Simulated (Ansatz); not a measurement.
`CCB(F)Br` + HBr → `FB(Br)Br` + `CC`  (ligand exchange at a B–C bond)

Isolated molecules relaxed with PBE0-D4/def2-TZVP in Ansatz; ΔE leaves out vibrations. CBS: MP2 limit from def2 TZ/QZ plus the TZ coupled-cluster correction, frozen cores. This one scheme is used for every species. Functionals use def2-TZVPP. HSE06 is defined as in plane-wave codes. For Br outer-core shells are correlated without core-valence functions, which leaves a few kJ/mol of doubt a bond. Scalar relativity is left out up to krypton. One conformer a species, not always the lowest.

`CCB(F)Br`:

```xyz
10

C    -0.075    0.801   -0.990
C    -0.300   -0.442   -0.137
B     0.398   -0.434    1.252
F     1.127    0.581    1.668
Br    0.238   -1.921    2.468
H     0.986    0.952   -1.200
H    -0.436    1.700   -0.487
H    -0.595    0.724   -1.947
H     0.027   -1.348   -0.664
H    -1.370   -0.614    0.036
```

HBr:

Cartesian coordinates in Å:
```
Br 0.101 0.257 -0.654
H -0.101 -0.257 0.654
```

`FB(Br)Br`:

Cartesian coordinates in Å:
```
F -0.947 -0.905 -0.606
B -0.089 -0.085 -0.057
Br 1.152 -0.760 1.215
Br -0.116 1.750 -0.552
```

`CC`:

Cartesian coordinates in Å:
```
C 0.629 -0.198 -0.377
C -0.629 0.198 0.377
H 0.468 -0.180 -1.458
H 1.456 0.482 -0.158
H 0.954 -1.206 -0.110
H -0.468 0.180 1.458
H -1.456 -0.482 0.158
H -0.954 1.206 0.110
```

| level | ΔE (kJ/mol) | difference from CCSD(T)/CBS |
| --- | --- | --- |
| PBE-D4 | -60.1 | -2.9 |
| revPBE-D4 | -60.8 | -3.6 |
| r2SCAN-D4 | -59.4 | -2.2 |
| CAM-B3LYP-D4 | -53.4 | 3.8 |
| PBE | -61.3 | -4.1 |
| HSE06 | -58.9 | -1.7 |
| SCS-MP2/def2-TZVPP | -60.9 | -3.7 |
| HF/CBS(def2) | -54.3 | 2.9 |
| MP2/CBS(def2) | -63.4 | -6.2 |
| CCSD/CBS(def2) | -55.7 | 1.5 |
| CCSD(T)/CBS | -57.2 | 0 |

Largest T1 diagnostic among the species: 0.010.

Leaving LDA and LC-ωPBE aside and taking each functional with its dispersion term where it has one, the values spread over 7.4 kJ/mol, from revPBE-D4 to CAM-B3LYP-D4. LDA lies +7.8 kJ/mol from PBE without D4. From BLYP to BHLYP (50 % exact exchange), in def2-TZVPP and without D4, ΔE moves by +5.6 kJ/mol.
